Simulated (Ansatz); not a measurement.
`[AlH2][CH2]Cl` + `CB[SiH2]C` → `C[SiH2][B](C)[AlH2]` + `CCl`  (formal exchange of groups at the Al–C bond)

Calculated with Ansatz (gas phase, PBE0-D4/def2-TZVP geometries, no zero-point term in ΔE). CBS: MP2 limit from def2 TZ/QZ plus the TZ coupled-cluster correction, frozen cores. This one scheme is used for every species. Each species was taken in one conformer, which may not be the lowest.

```json
{"species": "`[AlH2][CH2]Cl`", "HF/def2-QZVPP energy (Eh)": "-741.65133"}
{"species": "`CB[SiH2]C`", "HF/def2-QZVPP energy (Eh)": "-394.64251"}
{"species": "`C[SiH2][B](C)[AlH2]`", "HF/def2-QZVPP energy (Eh)": "-637.12893"}
{"species": "`CCl`", "HF/def2-QZVPP energy (Eh)": "-499.15597"}
```

(1) Work out ΔE.

Largest T1 diagnostic among the species: 0.012.

Answers

(1) ΔE = (-637.12893) + (-499.15597) − (-741.65133) − (-394.64251) = 0.00894 Eh = +5.6 kcal/mol. CCSD(T)/CBS gives +3.7 kcal/mol.

The D4 term adds −0.8 kcal/mol with B3LYP and −0.5 kcal/mol with PBE0; it sums over pairs of atoms, weighted by their polarisabilities, and B3LYP, whose exchange is more repulsive, gets the larger term.

B3LYP here is the variant with VWN-RPA as its local correlation; programs differ in this.
